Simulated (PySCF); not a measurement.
Molfile (atoms numbered from 1):
```
CH9ClGe2Si
     RDKit          3D

 14 13  0  0  0  0  0  0  0  0999 V2000
   -0.3305    1.9256    0.9814 Si  0  0  0  0  0  4  0  0  0  0  0  0
   -0.0768    0.2391   -0.6833 Ge  0  0  1  0  0  4  0  0  0  0  0  0
    1.9109   -1.0865   -0.2780 Ge  0  0  0  0  0  4  0  0  0  0  0  0
   -1.6287   -0.9792   -0.5439 C   0  0  0  0  0  0  0  0  0  0  0  0
   -1.6905   -1.6442    1.1153 Cl  0  0  0  0  0  0  0  0  0  0  0  0
   -0.0747    1.3397    2.3301 H   0  0  0  0  0  0  0  0  0  0  0  0
   -1.7145    2.4911    0.9421 H   0  0  0  0  0  0  0  0  0  0  0  0
    0.6492    3.0286    0.7382 H   0  0  0  0  0  0  0  0  0  0  0  0
   -0.0615    0.8355   -2.1100 H   0  0  0  0  0  0  0  0  0  0  0  0
    2.0677   -1.3591    1.2272 H   0  0  0  0  0  0  0  0  0  0  0  0
    1.8030   -2.4322   -1.0210 H   0  0  0  0  0  0  0  0  0  0  0  0
    3.1657   -0.3464   -0.7779 H   0  0  0  0  0  0  0  0  0  0  0  0
   -2.5741   -0.4531   -0.7352 H   0  0  0  0  0  0  0  0  0  0  0  0
   -1.5456   -1.8217   -1.2441 H   0  0  0  0  0  0  0  0  0  0  0  0
  1  2  1  0
  2  3  1  0
  2  4  1  0
  4  5  1  0
  1  6  1  0
  1  7  1  0
  1  8  1  0
  2  9  1  6
  3 10  1  0
  3 11  1  0
  3 12  1  0
  4 13  1  0
  4 14  1  0
M  END
```

Geometry: PBE0-D3(BJ)/def2-SVP; GIAO absolute shieldings from PySCF, gas phase, non-relativistic, averaged over equivalent atoms.

At CAM-B3LYP/pcSseg-1 (192 basis functions, 34 s wall time on 1 thread of an x86-64 server CPU, shared host):
```
      atoms  σ (ppm)
        Si1    441.8
        Ge2   1527.8
        Ge3   1638.2
         C4    148.4
        Cl5    904.0
         H9    27.27
   H6/H7/H8    27.64
H10/H11/H12    27.67
        H13    28.24
        H14    28.25
```

Estimate the result of repeating the calculation with PBE0/pcSseg-1.

Results:


| atoms | σ at PBE0/pcSseg-1 | change |
| --- | --- | --- |
| Si1 | 450.3 | +8.5 |
| Ge2 | 1549.2 | +21.4 |
| Ge3 | 1651.0 | +12.8 |
| C4 | 149.5 | +1.1 |
| Cl5 | 901.5 | -2.5 |
| H9 | 27.09 | -0.18 |
| H6/H7/H8 | 27.48 | -0.16 |
| H10/H11/H12 | 27.55 | -0.12 |
| H13 | 28.07 | -0.17 |
| H14 | 28.08 | -0.17 |

The largest change is at Ge2 (germanium bonded to C, Ge, Si, H). Cost: 192 basis functions, 26 s wall time on 1 thread of an x86-64 server CPU, shared host.

Relativistic effects, spin–orbit coupling among them, are left out; they matter for Ge and for the light atoms bonded to it. Carbons that carry Cl, above all several Cl atoms, come out too deshielded, partly because spin–orbit coupling is missing.
